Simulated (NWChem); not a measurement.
# BeH₂S; SMILES [BeH][SH]

```xyz
4

Be     0.1036    -1.3052     0.0000
H      0.0680    -2.6381     0.0000
S      0.1629     0.6097     0.0000
H     -1.1884     0.7024     0.0000
```
Atoms are numbered in this order, from 1.

Program: NWChem. Pople sets run with spherical d functions. The geometry was optimised at PBE0/def2-SVP. Core excitations by TDA in a window of 1s orbitals, non-relativistic and unshifted: absolute energies depend strongly on the exact-exchange share.

For level S K edge, BHandHLYP/6-311G**:

```
Property                                  Result
----------------------------------------  ------
first 1s excitation (eV)                  2445.7
dipole oscillator strength of the first   0.0042
first state with f > 0.002 (eV)           2445.7
dipole oscillator strength of that state  0.0042
```

Question: How do the values read with level S K edge, PBE/def2-TZVP instead?

Answer: 
| Property | Value |
|---|---|
| first 1s excitation (eV) | 2394.0 |
| dipole oscillator strength of the first | 0.0001 |
| first state with f > 0.002 (eV) | 2396.2 |
| dipole oscillator strength of that state | 0.0024 |
